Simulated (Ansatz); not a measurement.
`[F][Al]([Cl])[SeH]` + `C[SiH2][SiH](O)F` → `C[SiH2][Al]([F])[Cl]` + `O[SiH](F)[SeH]`  (redistribution)

Program: Ansatz. Geometries: PBE0-D4/def2-TZVP. ΔE: electronic, gas phase. CCSD(T)/CBS adds triple-zeta CCSD(T) − MP2 to the extrapolated MP2 energy (def2 sets, frozen cores). Functionals use def2-TZVPP. For Se outer-core shells are correlated without core-valence functions, which leaves a few kJ/mol of doubt a bond. Scalar relativity is left out up to krypton. Each species was taken in one conformer, which may not be the lowest.

`[F][Al]([Cl])[SeH]`:

```xyz
5

F    -0.198   -1.581    0.866
Al   -0.337   -0.398   -0.260
Cl   -1.502   -0.731   -1.944
Se    0.745    1.597    0.031
H     1.293    1.113    1.307
```

`C[SiH2][SiH](O)F`:

Cartesian coordinates in Å:
```
C 1.412 1.233 0.392
Si 0.967 -0.429 -0.352
Si -1.354 -0.711 -0.425
O -1.907 -0.425 1.093
F -1.993 0.359 -1.439
H 1.006 2.046 -0.214
H 2.495 1.356 0.449
H 1.000 1.321 1.399
H 1.540 -1.545 0.453
H 1.501 -0.555 -1.738
H -1.842 -2.032 -0.910
H -2.824 -0.618 1.294
```

`C[SiH2][Al]([F])[Cl]`:

```xyz
10

C    -0.787   -0.391    1.413
Si    0.588   -0.508    0.140
Al    0.260    0.989   -1.754
F    -1.070    1.957   -1.847
Cl    1.616    1.132   -3.342
H    -1.751   -0.645    0.968
H    -0.599   -1.078    2.241
H    -0.858    0.621    1.816
H     1.906   -0.179    0.757
H     0.695   -1.897   -0.392
```

`O[SiH](F)[SeH]`:

```xyz
7

O     1.051    0.844    0.615
Si   -0.275    0.451   -0.240
F    -0.179    0.966   -1.744
Se   -0.538   -1.788   -0.473
H     1.861    0.361    0.436
H    -1.397    1.138    0.421
H    -0.522   -1.972    0.985
```

(1) Is it downhill or uphill in electronic energy at CCSD(T)/CBS, and by how much? (Estimate.)

(2) What do these levels give: r2SCAN-D4, B2PLYP, r2SCAN, HF/def2-TZVPP, CCSD/def2-TZVPP, HF/def2-QZVPP? (Best estimate.)

Largest T1 diagnostic among the species: 0.012.

Results:

(1) The calculation gave: Uphill: ΔE = +29.6 kJ/mol.

(2) Ansatz gave: r2SCAN-D4 28.6, B2PLYP 29.2, r2SCAN 28.3, HF/def2-TZVPP 33.7, CCSD/def2-TZVPP 30.4, HF/def2-QZVPP 33.6 kJ/mol.

In def2-TZVPP, CCSD(T) changes the Hartree–Fock value by −4.2 kJ/mol (the triples alone add −0.9 kJ/mol) and MP2 by −3.1 kJ/mol.
